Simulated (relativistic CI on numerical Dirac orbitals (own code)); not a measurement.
# Calculated levels, Co

Computed by Dirac-Coulomb-Breit CI, orbitals from a KLI potential per configuration, a model potential for QED, valence Slater integrals scaled by 0.85, P86 correlation energy added to each configuration (own radial code, finite nucleus).

Configuration list (outside the closed core [Ar]): 3d⁷4s², 3d⁸4s, 3d⁷4s4p, 3d⁸4p, 3d⁹, 3d⁷4p², 3d⁷4s4d, 3d⁸4d, 3d⁸5s, 3d⁸5p, 3d⁷4s5s, 3d⁷4s6s, 3d⁷4s5p, 3d⁷4s6p, 3d⁷4s4f, 3d⁷4s5d. Levels of other configurations are missing.

The lowest level is 3d⁷4s² ⁴F9/2, with 95 % of that term; Hund's rules for 3d⁷4s² give ⁴F with J = 9/2, in agreement.

```tsv
No.	Configuration	Term	J	E (eV)	%	Landé g	Lifetime (s)
1	3d⁷4s²	⁴F	9/2	0.0000	95	1.333	
2	3d⁷4s²	⁴F	7/2	0.0989	95	1.238	5.86e+01
3	3d⁷4s²	⁴F	5/2	0.1708	95	1.028	8.88e+01
4	3d⁷4s²	⁴F	3/2	0.2199	95	0.399	2.49e+02
5	3d⁸4s	⁴F	9/2	1.5846	98	1.334	
6	3d⁸4s	⁴F	7/2	1.6635	97	1.237	
7	3d⁸4s	⁴F	5/2	1.7273	97	1.028	
8	3d⁸4s	⁴F	3/2	1.7725	98	0.400	
9	3d⁷4s²	²G	9/2	1.9370	93	1.108	2.43e+00
10	3d⁷4s²	⁴P	5/2	1.9516	95	1.599	2.02e+01
11	3d⁷4s²	⁴P	3/2	1.9778	91	1.716	2.65e+01
12	3d⁷4s²	⁴P	1/2	2.0221	93	2.636	2.59e+01
13	3d⁷4s²	²G	7/2	2.0289	95	0.889	4.46e+00
14	3d⁸4s	²F	7/2	2.1795	96	1.143	2.24e+01
15	3d⁸4s	²F	5/2	2.2999	96	0.859	2.76e+01
16	3d⁷4s4p	⁶F°	11/2	2.3910	96	1.452	
17	3d⁷4s4p	⁶F°	9/2	2.4305	78	1.452	
18	3d⁷4s4p	⁶F°	7/2	2.4849	84	1.412	
19	3d⁷4s²	²P	3/2	2.5234	75	1.276	2.89e+00
20	3d⁷4s4p	⁶F°	5/2	2.5319	89	1.326	
21	3d⁷4s4p	⁶G°	13/2	2.5350	99	1.385	
22	3d⁷4s4p	⁶D°	9/2	2.5356	80	1.529	
23	3d⁷4s4p	⁶F°	3/2	2.5677	94	1.077	
24	3d⁷4s²	²H	11/2	2.5797	95	1.091	3.04e+01
25	3d⁷4s4p	⁶F°	1/2	2.5900	98	-0.636	
26	3d⁷4s4p	⁶G°	11/2	2.5916	96	1.346	
27	3d⁷4s4p	⁶D°	7/2	2.6159	85	1.549	
28	3d⁷4s²	²P	1/2	2.6213	90	0.699	6.19e+00
29	3d⁷4s4p	⁶G°	9/2	2.6384	93	1.282	
30	3d⁷4s²	²H	9/2	2.6628	93	0.912	7.08e+00
31	3d⁷4s4p	⁶G°	7/2	2.6750	91	1.165	
32	3d⁷4s4p	⁶D°	5/2	2.6750	86	1.574	
33	3d⁷4s4p	⁶G°	5/2	2.7017	88	0.927	
34	3d⁷4s4p	⁶G°	3/2	2.7143	50	0.930	
35	3d⁷4s4p	⁶G°	3/2	2.7208	48	0.924	
36	3d⁷4s4p	⁶D°	1/2	2.7413	98	3.303	
37	3d⁷4s²	²D	5/2	2.7497	87	1.201	1.24e+00
38	3d⁷4s²	²D	3/2	2.8900	72	0.873	
39	3d⁷4s4p	⁴G°	11/2	3.1810	98	1.273	1.28e-07
40	3d⁷4s4p	⁴F°	9/2	3.1883	79	1.303	1.35e-07
41	3d⁷4s4p	⁴F°	7/2	3.2334	76	1.213	1.47e-07
42	3d⁷4s4p	⁴G°	9/2	3.2439	78	1.201	1.40e-07
43	3d⁸4s	²D	5/2	3.2498	50	1.369	
44	3d⁷4s4p	⁴F°	5/2	3.2859	80	0.990	1.52e-07
45	3d⁷4s4p	⁴G°	7/2	3.2951	82	1.033	1.46e-07
46	3d⁸4s	²D	3/2	3.3043	73	0.927	
47	3d⁷4s4p	⁴F°	3/2	3.3326	95	0.421	1.52e-07
48	3d⁷4s4p	⁴G°	5/2	3.3361	86	0.635	1.50e-07
49	3d⁷4s4p	⁴D°	7/2	3.3609	86	1.404	1.11e-07
50	3d⁸4s	⁴P	3/2	3.4027	85	1.612	
51	3d⁸4s	⁴P	5/2	3.4051	56	1.430	
52	3d⁸4s	⁴P	1/2	3.4160	97	2.669	
53	3d⁷4s4p	⁴D°	5/2	3.4287	89	1.345	1.17e-07
54	3d⁷4s4p	⁴D°	3/2	3.4780	94	1.177	1.19e-07
55	3d⁷4s4p	⁴D°	1/2	3.5078	97	-0.001	1.20e-07
56	3d⁷4s4p	²G°	9/2	3.6668	97	1.112	
57	3d⁷4s4p	²F°	7/2	3.7557	78	1.095	9.49e-07
58	3d⁷4s4p	²G°	7/2	3.8001	79	0.938	
59	3d⁷4s4p	²F°	5/2	3.8591	85	0.902	9.59e-07
60	3d⁷4s4p	²D°	5/2	3.9404	84	1.157	9.15e-07
61	3d⁷4s4p	⁶S°	5/2	4.0015	97	1.999	
62	3d⁸4s	²P	3/2	4.0041	92	1.328	
63	3d⁷4s4p	²D°	3/2	4.0354	97	0.801	
64	3d⁸4s	²P	1/2	4.0536	93	0.667	
65	3d⁸4s	²G	9/2	4.0710	97	1.111	
66	3d⁸4s	²G	7/2	4.0742	97	0.888	
67	3d⁸4p	⁴D°	7/2	4.4522	69	1.428	5.83e-09
68	3d⁷4s4p	⁶D°	9/2	4.4675	98	1.556	
69	3d⁷4s4p	⁶D°	7/2	4.4711	97	1.588	
70	3d⁷4s4p	⁶D°	5/2	4.4790	96	1.658
```

Energies count from the lowest computed level; ° marks odd parity; lifetimes are radiative, by E1, M1, E2 decay to levels of this space only; some are left blank where a channel outside the calculation adds to the decay or the decay crosses a small, uncertain gap.

The mean weight of the leading LS term, summed over parents, in these 70 levels is 88 %, and that of the leading jj configuration (from the same eigenvectors) 46 %, so LS coupling describes them better.

For a near-neutral ion this model can misplace configurations by up to about 10,000 cm⁻¹ (more where the count of f electrons changes) and terms by 10 to 25 % of their spread. Rates follow the energies as ν³ (E1, M1) or ν⁵ (E2), so they and the lifetimes can be off by large factors. The fine structure of a lone outer electron comes out too small, for d and f at times inverted, and misplaced configurations move strength between like terms. 40 of the 67 excited levels that our extract of the measured tables holds in this range could be paired (the sources list more); they are missed by 4396 cm⁻¹ on average and 12280 at most, and levels without a partner can miss by more. Some levels of the ground configuration have no partner and can miss by 10 % or more.

Landé's interval rule says that E(J) − E(J−1) = AJ with one A. For the ground term the intervals give A = -158.4, -165.7, -177.2 cm⁻¹ for J = 5/2, 7/2, 9/2; the multiplet is inverted.

LS names give the leading component of a level, which can be under half, so a name can repeat, a term be missing and a line seem to break the LS rules.
